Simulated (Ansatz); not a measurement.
Consider the substitution at a C–B bond: `BC(O)[SiH3]` + `O[SiH3]` → `OC([SiH3])O[SiH3]` + BH₃.

Calculated with Ansatz (gas phase, PBE0-D4/def2-TZVP geometries, no zero-point term in ΔE). CBS: MP2 limit from def2 TZ/QZ plus the TZ coupled-cluster correction, frozen cores. This one scheme is used for every species. DFT in def2-TZVPP. B3LYP here is the variant with VWN-RPA as its local correlation; programs differ in this. One conformer a species, not always the lowest.

`BC(O)[SiH3]`:

Z-matrix (Å, degrees):
```
C
O 1 1.408
Si 1 1.953 2 111.4
B 1 1.515 2 117.4 3 106.2
H 1 1.099 2 113.7 3 -115.0
H 2 0.961 1 109.3 3 60.4
H 3 1.486 1 113.1 2 83.5
H 3 1.488 1 104.2 2 -34.1
H 3 1.484 1 111.0 2 -152.7
H 4 1.199 1 117.4 2 173.1
H 4 1.194 1 121.5 2 -13.8
```

`O[SiH3]`:

Z-matrix (Å, degrees):
```
Si
O 1 1.648
H 1 1.489 2 111.7
H 1 1.489 2 111.7 3 120.9
H 1 1.481 2 105.9 3 -119.6
H 2 0.957 1 117.9 3 -60.5
```

`OC([SiH3])O[SiH3]`:

Cartesian coordinates in Å:
```
O 0.380 0.858 -1.290
C -0.395 0.403 -0.210
Si -1.886 -0.650 -0.771
O 0.363 -0.380 0.683
Si 1.790 0.168 1.327
H 0.616 0.104 -1.841
H -0.722 1.322 0.293
H -2.599 -1.228 0.395
H -1.344 -1.736 -1.633
H -2.815 0.193 -1.567
H 2.046 -0.688 2.509
H 1.644 1.593 1.731
H 2.921 0.041 0.374
```

BH₃:

```xyz
4

B     0.000    0.000    0.000
H    -0.055   -1.173    0.215
H    -0.045    0.776    0.906
H     0.100    0.397   -1.121
```

```json
{"level": "PBE-D4", "ΔE (kcal/mol)": "21.9", "difference from CCSD(T)/CBS": "2.8"}
{"level": "B3LYP-D4", "ΔE (kcal/mol)": "17.7", "difference from CCSD(T)/CBS": "-1.4"}
{"level": "ωB97M-V", "ΔE (kcal/mol)": "19.0", "difference from CCSD(T)/CBS": "-0.1"}
{"level": "B2PLYP", "ΔE (kcal/mol)": "18.3", "difference from CCSD(T)/CBS": "-0.8"}
{"level": "PBE", "ΔE (kcal/mol)": "22.6", "difference from CCSD(T)/CBS": "3.5"}
{"level": "r2SCAN", "ΔE (kcal/mol)": "21.1", "difference from CCSD(T)/CBS": "2.0"}
{"level": "B3LYP", "ΔE (kcal/mol)": "18.7", "difference from CCSD(T)/CBS": "-0.4"}
{"level": "HF/def2-TZVPP", "ΔE (kcal/mol)": "12.5", "difference from CCSD(T)/CBS": "-6.6"}
{"level": "SCS-MP2/def2-TZVPP", "ΔE (kcal/mol)": "16.9", "difference from CCSD(T)/CBS": "-2.2"}
{"level": "CCSD/def2-TZVPP", "ΔE (kcal/mol)": "17.3", "difference from CCSD(T)/CBS": "-1.8"}
{"level": "CCSD(T)/def2-TZVPP", "ΔE (kcal/mol)": "17.8", "difference from CCSD(T)/CBS": "-1.3"}
{"level": "HF/def2-QZVPP", "ΔE (kcal/mol)": "12.6", "difference from CCSD(T)/CBS": "-6.5"}
{"level": "MP2/def2-QZVPP", "ΔE (kcal/mol)": "19.8", "difference from CCSD(T)/CBS": "0.7"}
{"level": "SCS-MP2/def2-QZVPP", "ΔE (kcal/mol)": "17.6", "difference from CCSD(T)/CBS": "-1.5"}
{"level": "MP2/CBS(def2)", "ΔE (kcal/mol)": "20.3", "difference from CCSD(T)/CBS": "1.2"}
{"level": "CCSD/CBS(def2)", "ΔE (kcal/mol)": "18.5", "difference from CCSD(T)/CBS": "-0.6"}
{"level": "CCSD(T)/CBS", "ΔE (kcal/mol)": "19.1", "difference from CCSD(T)/CBS": "0"}
```

Largest T1 diagnostic among the species: 0.013.

The D4 term adds −1.1 kcal/mol with B3LYP and −0.7 kcal/mol with PBE0; it sums over pairs of atoms, weighted by their polarisabilities, and B3LYP, whose exchange is more repulsive, gets the larger term. From PBE to PBE0 (25 % exact exchange), in def2-TZVPP and without D4, ΔE moves by −1.0 kcal/mol.
